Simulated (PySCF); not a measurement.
## Computed properties of C6H6, SMILES C=C1C=CC=C1

fulvene (C6H6), SMILES C=C1C=CC=C1. The structure is a stationary point at PBE0-D3(BJ)/def2-SVP. One conformer was computed; it need not be the lowest. All values are computed for the isolated molecule unless a solvent is named; none is compared with measurement here.

**Structure.** The optimised structure has C2v symmetry. All 30 harmonic modes at PBE0-D3(BJ)/def2-SVP (PySCF) are real, so it is a minimum. With heavy atoms numbered as in [CH2:1]=[C:2]1[CH:3]=[CH:4][CH:5]=[CH:6]1, the shortest bond between them is C1–C2 at 1.345 Å and the longest C2–C3 at 1.470 Å.

**Vibrations.** The strongest infrared lines (harmonic, unscaled, degenerate partners summed) lie at 800 cm⁻¹ (42 km/mol, H 54 %, C 46 %), 645 cm⁻¹ (39 km/mol, C 50 %, H 50 %), 970 cm⁻¹ (33 km/mol, H 69 %, C 31 %). The softest mode is at 211 cm⁻¹ and the zero-point energy is 61.9 kcal/mol.

**Electronic structure.** HF/def2-TZVP (PySCF) places the frontier levels at -8.39 and 1.68 eV, a gap of 10.07 eV, and gives a dipole moment of 0.51 D and a mean polarisability of 70.8 bohr³. PBE/def2-TZVP (PySCF) at the same geometry gives -5.34 and -2.83 eV, so its gap is 7.56 eV narrower. An orbital gap is neither the optical nor the fundamental gap.

**Excitations.** TDA-PBE0/def2-SVPD (PySCF) has S1 at 3.48 eV (356 nm, f = 0.013, weak); the most intense of the 10 singlets computed lies at 5.71 eV (f = 0.44). T1 (TDA) is at 2.20 eV, 1.28 eV under S1. TDA-PBE/def2-SVPD (PySCF) puts S1 at 3.12 eV. No vertical singlet excitation falls in the visible range (under 3.1 eV).

**NMR.** GIAO shifts at B3LYP/pcSseg-1 (PySCF) (non-relativistic, atoms alike by connectivity averaged): ¹³C from 132.8 to 163.6 ppm against TMS; ¹H from 6.2 to 6.8 ppm against TMS.

**Solvation.** SMD-ωB97X/6-31G* (PySCF) gives -0.9 kcal/mol in water, -5.4 kcal/mol in acetonitrile, -4.7 kcal/mol in tetrahydrofuran (1 M in both phases, gas-phase geometry); of these solvents acetonitrile holds the molecule best.
